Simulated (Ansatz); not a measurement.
**Relaxing a trial structure of CHFGe**

The starting geometry of this gas-phase singlet was optimised with GFN2-xTB.

```xyz
4

C     0.1207    1.2480    0.3440
F    -1.6610   -0.2261    2.5549
Ge   -1.1574    1.1808    1.5932
H     0.2780    2.2114   -0.1337
```

Predict what becomes of its bonds when it is optimised with PBE0-D3(BJ)/def2-SVP.

It keeps its bonds.

The energy falls by 0.12 eV over 8 steps:

```json
{"step": "1", "E − E(last) (eV)": "0.119"}
{"step": "2", "E − E(last) (eV)": "0.034"}
{"step": "3", "E − E(last) (eV)": "0.006"}
{"step": "4", "E − E(last) (eV)": "0.001"}
{"step": "5", "E − E(last) (eV)": "0.001"}
{"step": "6", "E − E(last) (eV)": "0.000"}
{"step": "7", "E − E(last) (eV)": "0.000"}
{"step": "8", "E − E(last) (eV)": "0.000"}
```

Final geometry (Å):

```xyz
4

C     0.0326    1.3195    0.4046
F    -1.6219   -0.2494    2.5251
Ge   -1.2013    1.1777    1.6367
H     0.3710    2.1663   -0.2080
```

Frequencies at the end are all real (lowest 163 cm⁻¹). Run with Ansatz 0.2.0, 6.6 s on 1 thread of Intel(R) Xeon(R) 6975P-C (Granite Rapids), on a shared host.
